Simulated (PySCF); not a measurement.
[NbI4]- holds Nb(III), d2, at total charge -1. The structure is a model geometry with rigid ligands and bond lengths from ionic radii, not a minimum; coordination tetrahedral, point group Td, metal–donor distances 2.66 Å.

Method (PySCF 2.14, density fitting): CASSCF(2,5) with orbitals averaged over all microstates of the shell, strongly contracted NEVPT2 on the averaged canonical orbitals; basis x2c-TZVPall on the metal, x2c-SVPall elsewhere; spin-free X2C; gas phase; spin-orbit coupling by state interaction with the mean-field operator over all roots.

CASSCF energies above the lowest CASSCF root:

```
state  CASSCF / cm⁻¹
  3A2              0
  3T2           6763
   1E           8937
  3T1          10781
  1A1          15005
  1T2          15272
  3T1          17097
  1T1          17130
   1E          21266
  1T2          23396
  1A1          36590
```

Q: How does dynamic correlation (SC-NEVPT2) move these states?

A: 
| state | NEVPT2 / cm⁻¹ | shift / cm⁻¹ |
| --- | --- | --- |
| 3A2 | 0 | 0 |
| 3T2 | 7357 | +594 |
| 1E | 7266 | -1670 |
| 3T1 | 10985 | +204 |
| 1A1 | 12586 | -2418 |
| 1T2 | 14388 | -884 |
| 3T1 | 16295 | -802 |
| 1T1 | 15741 | -1389 |
| 1E | 20586 | -680 |
| 1T2 | 22282 | -1114 |
| 1A1 | 31531 | -5059 |

The geometry is a model, and the complex may not exist in this form. Charge-transfer states lie outside this active space and may come lower than some of these levels. An active orbital has only 0.72 squared overlap with the free ion's shell, so the metal shell alone is a small active space here. NEVPT2 on the d shell alone tends to put d–d bands too high for such charged or covalently bound ions.
